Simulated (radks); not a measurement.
Values are calculated unless marked as measured or tabulated.
Question: The mean radii <r> (bohr) of the occupied orbitals of an atom or ion are listed with their occupations. Level of theory: Dirac Kohn-Sham, PBE, spin-unpolarised, spherical densities, finite nucleus; Fermi nuclear charge, rms radius of each element as measured or else 0.836 A^(1/3) + 0.57 fm (a radial shooting solver on a logarithmic mesh with Libxc functionals).

| orbital | occ. | <r> |
|---|---|---|
| 1s1/2 | 2 | 0.04700 |
| 2s1/2 | 2 | 0.2098 |
| 2p1/2 | 2 | 0.1812 |
| 2p3/2 | 4 | 0.1848 |
| 3s1/2 | 2 | 0.6236 |
| 3p1/2 | 2 | 0.6385 |
| 3p3/2 | 4 | 0.6490 |
| 3d3/2 | 4 | 0.7143 |
| 3d5/2 | 6 | 0.7188 |

Name the element and its charge. Open shells, if any, fill j = l - 1/2 first.

Answer: Z = 32, germanium, charge +4: Ge4+ in [Ar] 3d10. The 1s radius gives Z: for a bare nucleus <r> = (2 gamma + 1)/(2Z) with gamma = sqrt(1 - (Z/c)^2), 0.04601 bohr for Z = 32, and screening makes it slightly larger (0.04700 here). The occupations add up to 28, and the charge is Z minus that.
